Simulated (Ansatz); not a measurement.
`CB[SiH2][SiH2][AlH2]` + HCl → `CBCl` + `[AlH2][SiH2][SiH3]` at 400 K and 1 bar (cleavage of the B–Si bond).

Gas-phase electronic energies from Ansatz, PBE0-D4/def2-TZVP geometries. CBS: MP2 limit from def2 TZ/QZ plus the TZ coupled-cluster correction, frozen cores. This one scheme is used for every species. Each species was taken in one conformer, which may not be the lowest.

```tsv
species	CCSD(T)/CBS energy (Eh)	H − E (kJ/mol)	S (J/(mol·K))
`CB[SiH2][SiH2][AlH2]`	-888.99512	300.9	468.3
HCl	-460.38127	29.6	195.4
`CBCl`	-525.07110	152.0	307.7
`[AlH2][SiH2][SiH3]`	-824.34741	178.8	397.3
```

H − E and S are ideal-gas, rigid-rotor, harmonic terms from PBE0-D4/def2-TZVP, for one conformer and one mirror image of each species. 1 Eh = 2625.50 kJ/mol, R = 8.31446 J/(mol·K).

Problem. By hand: ΔE, ΔH, ΔS and ΔG.

Solution. ΔE = (-525.07110) + (-824.34741) − (-888.99512) − (-460.38127) = -0.04212 Eh = -110.6 kJ/mol. Δ(H − E) = 152.0 + 178.8 − 300.9 − 29.6 = 0.3, so ΔH = -110.3 kJ/mol. ΔS = 307.7 + 397.3 − 468.3 − 195.4 = 41.3 J/(mol·K). ΔG = -110.3 − 400 × (41.3)/1000 = -126.8 kJ/mol.

Problem. By hand: the equilibrium constant, and the temperature at which ΔG would vanish if ΔH and ΔS stayed fixed.

Solution. log₁₀ K = −ΔG/(RT ln 10) = 16.6. ΔH and −TΔS have one sign here, so there is no such temperature.

ΔH outweighs TΔS. A doubt of 5 kJ/mol in ΔE shifts log₁₀ K by 0.7 here. Other conformers and mirror images would add mixing entropy, several J/(mol·K) or more a flexible species. Modes under 60 cm⁻¹, often nearly free rotors, make the harmonic entropy too high. These are equilibria of isolated gas molecules and say nothing of rates. Largest T1 diagnostic: 0.014 (customary marks: 0.02 for closed shells, 0.045 for open ones).
